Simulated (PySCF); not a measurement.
# Computed records: BClGeH₄Si

All values are calculated (PySCF 2.14.0). Calculation on a computer-drawn molecule: the log of a Hartree-Fock and frozen-core CCSD(T) single point meant for a local Hartree-Fock minimum, with one planted fault or none, to be diagnosed. Offsets are logged minus clean, where the clean run is the same molecule without the fault. The reference is restricted for singlets and unrestricted otherwise, and also for a bond in bohr or an excited solution. Adding or removing an electron swaps singlet and doublet. The excited solution moves the top pair (singlet) or top alpha electron (doublet) to the lowest empty orbital. Highest occupied and lowest empty are orbital energies over both spins, largest force is the largest gradient component, triples share is (T) over the correlation energy, the T1 limit is 0.02 restricted and 0.045 unrestricted, electrons count all cores, a negative frequency is imaginary (commonest isotopes), and the dipole is about the centre of nuclear charge; on germanium a core potential holds 10 electrons, which the energies leave out, and 3d is frozen in MP2 and coupled-cluster steps.

```yaml
- formula: BClGeH4Si
  logged_structure:
    atoms_angstrom:
      - [B, -0.6329, -1.8646, 1.7842]
      - [Ge, -0.6682, 0.1252, 1.1891]
      - [Si, -0.2824, 1.8205, 2.9237]
      - [Cl, -2.63, 0.5442, 0.253]
      - [H, 0.4232, -2.3773, 2.0225]
      - [H, -1.6438, -2.4839, 1.9339]
      - [H, 0.3414, 0.3832, 0.0581]
      - [H, 1.0499, 1.1814, 3.2734]
  given:
    meant_charge: 0
    meant_multiplicity: 1
    meant_basis: "cc-pV(D+d)Z"
    meant_basis_and_core_potential_on_germanium: "cc-pVDZ-PP ECP10MDF"
    logged_electrons: 72
    logged_basis_functions: 103
    logged_SCF_converged: "yes"
    logged_spin_squared: 0.0
    "logged_highest_occupied [eV]": -6.4046
    "logged_lowest_empty [eV]": -2.6066
    "logged_largest_force [hartree/bohr]": 0.049613
    logged_CC_converged: "no"
    "logged_dipole_magnitude [debye]": 2.2107
    logged_SCF_stable_within_its_kind: "no"
    "logged_energy_HF [hartree]": -1068.61317
    possible_faults: "no fault, one electron removed, one electron added, multiplicity raised by two, geometry at a saddle point, SCF held on an excited solution, minimal basis STO-3G, one bond length entered in bohr, all coordinates scaled"
    drawn_bonds_atom: [1, 2, 2, 1, 1, 2, 3]
    drawn_bonds_other_atom: [2, 3, 4, 5, 6, 7, 8]
    drawn_bonds_order: [1, 1, 1, 1, 1, 1, 1]
  results:
    planted_fault: "SCF held on an excited solution"
    "HF_energy_offset_from_clean_run [kcal/mol]": 110.3
  notes: ["CCSD not converged"]
```
